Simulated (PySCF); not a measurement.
A PySCF script (with the pyscf-properties extension) for the NMR shieldings of `O(C)C1=CC=C(OC(F)F)C=C1`, C8H8F2O2, on a GFN2-xTB geometry:

```python
import basis_set_exchange as bse
import numpy as np
from pyscf import gto, dft
from pyscf.prop import nmr

atoms = """
C     2.994092    1.652459    0.867027
O     2.420400    0.410918    1.202288
C     1.271863    0.035186    0.582607
C     0.598408    0.783893   -0.374212
C    -0.571283    0.303740   -0.946426
C    -1.078198   -0.922462   -0.556986
O    -2.241685   -1.480757   -1.085958
C    -3.149409   -0.657079   -1.634312
F    -2.855601   -0.351102   -2.928816
F    -4.327559   -1.296396   -1.673812
C    -0.407316   -1.683801    0.394805
C     0.756069   -1.210054    0.955317
H     3.275328    1.693269   -0.189992
H     3.889386    1.737422    1.480685
H     2.318214    2.482065    1.097518
H     0.969729    1.743607   -0.695264
H    -1.057380    0.893298   -1.708321
H    -3.288109    0.303786   -1.100372
H    -0.812227   -2.642245    0.675009
H     1.290130   -1.785068    1.694168
"""
names = dict.fromkeys(["C", "O", "F", "H"], "pcSseg-1")
basis = {el: gto.basis.parse(bse.get_basis(n, elements=[el], fmt="nwchem")) for el, n in names.items()}
mol = gto.M(atom=atoms, basis=basis, charge=0, verbose=0)
mf = dft.RKS(mol, xc="PBE0")
mf.grids.level = 2
mf.grids.alignment = dft.numint.BLKSIZE   # the property module wants whole blocks of grid points
mf.conv_tol = 1e-9
mf.kernel()

calc = nmr.RKS(mf)   # GIAO
C = mf.mo_coeff
Co = C[:, mf.mo_occ > 0]
resp = mf.gen_response(singlet=True, hermi=2)
def vind(x):   # induced exchange potential for any number of trial vectors
    d = np.einsum("pi,xij,qj->xpq", C, 2 * x.reshape(-1, C.shape[1], Co.shape[1]), Co, optimize=True)
    return np.einsum("xpq,pi,qj->xij", resp(d - d.transpose(0, 2, 1)), C, Co, optimize=True).ravel()
mo1, _ = nmr.rhf.solve_mo1(calc, with_cphf=vind)
sigma = calc.kernel(mo1)
for i, s in enumerate(sigma):   # ppm
    w = np.linalg.eigvalsh((s + s.T) / 2)
    print("%2d %-2s iso %8.1f  s11 %8.1f  s22 %8.1f  s33 %8.1f" % (i, mol.atom_pure_symbol(i), w.mean(), *w))
```

Question: What does it print?

Answer: 
```
 0 C  iso    130.8  s11    102.9  s22    111.0  s33    178.6
 1 O  iso    233.3  s11    130.6  s22    277.5  s33    291.9
 2 C  iso     23.6  s11    -56.9  s22     11.9  s33    115.9
 3 C  iso     74.6  s11    -11.8  s22     54.9  s33    180.9
 4 C  iso     68.1  s11    -19.5  s22     50.8  s33    173.1
 5 C  iso     33.0  s11    -51.3  s22     39.8  s33    110.3
 6 O  iso    166.8  s11    136.0  s22    156.2  s33    208.1
 7 C  iso     63.3  s11     45.3  s22     69.5  s33     75.2
 8 F  iso    262.3  s11    181.2  s22    252.4  s33    353.4
 9 F  iso    271.9  s11    170.0  s22    298.5  s33    347.2
10 C  iso     60.8  s11    -28.8  s22     45.3  s33    165.9
11 C  iso     61.4  s11    -25.8  s22     46.5  s33    163.6
12 H  iso     28.0  s11     24.5  s22     25.7  s33     33.7
13 H  iso     27.4  s11     22.9  s22     26.0  s33     33.4
14 H  iso     28.0  s11     24.6  s22     25.7  s33     33.7
15 H  iso     25.0  s11     20.3  s22     24.9  s33     29.8
16 H  iso     24.6  s11     19.3  s22     24.5  s33     30.0
17 H  iso     25.1  s11     22.3  s22     25.4  s33     27.6
18 H  iso     24.3  s11     20.1  s22     24.6  s33     28.0
19 H  iso     24.4  s11     20.3  s22     24.9  s33     28.0
```

These numbers come from an equivalent density-fitted implementation of the same equations, which agrees with the script to about 0.01 ppm for H and up to a few tenths of a ppm for heavy atoms, so last digits may differ.

Question: Turn these shieldings into chemical shifts. References, each an isolated molecule treated in the same way: ¹³C (σ = 186.93 ppm), ¹H (σ = 31.72 ppm) vs TMS; ¹⁷O (σ = 336.08 ppm) against H2O; CFCl3 for ¹⁹F (σ = 170.95 ppm).

Answer: Averaging equivalent atoms: C 2: 163.3; C 5: 154.0; C 7: 123.6; C 4/10: 122.5; C 3/11: 118.9; C 0: 56.1; O 6: 169.3; O 1: 102.7; F 8/9: -96.2; H 16/18: 7.29; H 15/19: 7.02; H 17: 6.62; H 12/13/14: 3.92 ppm. Unscaled 19F shifts against computed CFCl3 carry errors that often reach 10 to 50 ppm. Experimental scales use liquid or dissolved standards, which lie at an offset from isolated H2O (liquid H2O: subtract about 36 ppm).

Size and cost of the density-fitted run: 244 basis functions, 72 s wall time on 1 thread of an x86-64 server CPU, shared host.
